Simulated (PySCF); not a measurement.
Geometry:
```tsv
atom	x (Å)	y (Å)	z (Å)
N1	3.253	2.138	-0.457
C2	2.712	1.144	-0.288
C3	2.061	-0.094	-0.090
C4	0.777	-0.173	0.115
C5	-0.522	-0.230	0.264
C6	-1.105	-0.177	1.555
N7	-1.630	-0.146	2.572
C8	-1.447	-0.360	-0.895
N9	-2.695	-0.384	-0.874
H10	2.696	-0.971	-0.106
H11	-0.954	-0.438	-1.859
H12	-3.144	-0.308	0.038
```

Method: geometry: GFN2-xTB, PBE0/pcSseg-1 with gauge-including orbitals, in PySCF 2.14.0 with density-fitted response routines (gas phase, one computed conformer, non-relativistic Hamiltonian).

Scale: ¹³C (186.93 ppm) and ¹H (31.72 ppm) vs TMS; ¹⁵N (267.73 ppm) vs NH3 (reference shieldings calculated alike).

```csv
atoms,nucleus,count,Hirshfeld charge,δ (ppm)
N1,¹⁵N,1,-0.19,336.5
N7,¹⁵N,1,-0.18,342.6
N9,¹⁵N,1,-0.20,?
C5,¹³C,1,0.01,91.9
C6,¹³C,1,0.08,112.1
C2,¹³C,1,0.09,112.1
H11,¹H,1,0.06,?
C4,¹³C,1,0.07,?
C3,¹³C,1,-0.01,?
C8,¹³C,1,0.06,157.2
H10,¹H,1,0.09,6.01
H12,¹H,1,0.12,12.54
```

Estimate the values marked ?.

Results:


- C4: 249.7 ppm, carbon bonded to 2 C
- C3: 80.3 ppm, carbon bonded to 2 C, H
- H11: 7.88 ppm, hydrogen on a carbon bonded to C, N
- N9: 382.3 ppm, nitrogen bonded to C, H

OH/NH shifts are gas-phase values; hydrogen bonding in solution moves them, usually downfield. Shifts are as computed. Against solution values, carbons near 30 ppm lie about +3 ppm off and those near 130 ppm about +5 ppm (rms about the fit 2.1 ppm; single classes can miss by 10 ppm). Of 1328 compounds with measured shifts, 309 miss one by over three times the rms of a fit or turn the order of signals round; such compounds aren't used in these exercises. Signals without a measured value on file couldn't be tested in this way; 1H shifts scatter by 0.2 ppm about their fit, and single ones miss by 0.5 ppm. Experimental scales use liquid or dissolved standards, which lie at an offset from isolated NH3 (liquid NH3: subtract about 20 ppm). Unscaled 15N shifts of sp2 nitrogen often come out too high even then, by a few to some tens of ppm.
